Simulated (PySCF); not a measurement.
# Ar³⁺: ionisation energy

Ar³⁺ [Ne] 3s2 3p3 [3p1/2^2 3p3/2^1, M_J = 3/2] → Ar⁴⁺ [Ne] 3s2 3p2 [3p1/2^2, M_J = 0], as a difference of total energies. All numbers are calculated (PySCF 2.14, the two-component X2C-1e Hamiltonian, in x2c-QZVPPall-2c (9s7p4d2f1g, 73 functions)). Correlated levels: [Ne] frozen; the 2 highest virtual spinors dropped. "Screened" scales the spin-orbit matrix elements by Boettger's factors to mimic the two-electron term; Breit and QED terms are absent.

```tsv
method	ionisation energy (eV)
GHF (spin-free)	58.620
GMP2 (spin-free)	59.237
GHF (screened spin-orbit)	58.526
GMP2 (screened spin-orbit)	59.145
```

Problem. How much does correlation contribute at GMP2 (screened spin-orbit)?

Solution. 59.145 − (58.526) = 0.619 eV, measured against GHF (screened spin-orbit).

Errors of the correlated levels include the incompleteness of this basis and the frozen core.

The labels give the starting determinants; with spin-orbit coupling the two ends relaxed to ⟨J²⟩ = 3.75, ⟨L²⟩ = 0.00, ⟨S²⟩ = 3.75 and ⟨J²⟩ = 1.81, ⟨L²⟩ = 2.01, ⟨S²⟩ = 2.00.

The determinant of Ar⁴⁺ mixes levels of different J (the jj label is only the starting occupation), so the difference between spin-free and spin-orbit rows is not the physical spin-orbit shift.

For comparison: 59.58 ± 0.18 eV (semi-empirical (NIST evaluation); NIST Atomic Spectra Database, ionization energies).
